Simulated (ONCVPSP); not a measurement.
**Pseudopotential generation for platinum (Pt): ONCV, LDA (Perdew-Wang 92), scalar-relativistic.**

```
Element                 : platinum
Generator               : ONCVPSP 4.0.1
Type                    : optimised norm-conserving Vanderbilt (ONCV)
Functional              : LDA (Perdew-Wang 92)
Relativity              : scalar-relativistic
Frozen core             : [Kr] 4d10 4f14
Valence charge          : 18
Reference configuration : 5s2 5p6 5d8.5 (charge +1.5)
Partial waves           : 5s: rc 1.36 bohr, ncon 4, nbas 9, qcut 7.8 1/bohr, 3 projectors, debl 2.7 Ha; 5p: rc 1.30 bohr, ncon 5, nbas 9, qcut 9.2 1/bohr, 2 projectors, debl 0.8 Ha; 5d: rc 1.58 bohr, ncon 4, nbas 8, qcut 8.9 1/bohr, 2 projectors, debl 3.3 Ha; f scattering state at 0.2 Ha: rc 1.22 bohr, ncon 4, nbas 9, qcut 6.9 1/bohr, 1 projector
Local potential         : polynomial inside 1.22 bohr (lpopt 5, dvloc0 0 Ha)
Core correction         : Teter function, fcfact 5.75, rcfact 1.3
```

In the s channel the program set the typed energies aside and used -4.286, 0.250, 2.950 Ha. In the p channel the program set the typed energies aside and used -2.598, 0.250 Ha.

Poles of the logarithmic derivatives, all-electron (AE) and pseudo (PS). s: poles at -3.2 (AE) and -3.2 (PS) Ha. p: poles at -0.2 (AE) and -0.2 (PS) Ha. d: poles at 1.0 (AE) and 1.0 (PS) Ha. f: poles at -2.9 (AE) and no energy (PS) Ha. Test radii: s 1.38, p 1.32, d 1.61, f 1.24 bohr.

- Cutoffs needed: 38 Ha and 83 Ha (the cutoffs (Ha) at which the residual kinetic energy of the hardest occupied pseudo-wave falls to 1 and 0.1 mHa per electron)
- Ghost test: no bound ghost flagged; GHOST(+) flagged for s at 444.9 eV
- Largest excitation error: +3.6 meV (all-electron minus pseudo) for 5s2 5p6 5d9 6s1, out of 4 test configurations
- rms error of d²Exc/dni dnj: 9.17 mHa without and 1.01 mHa with the model core
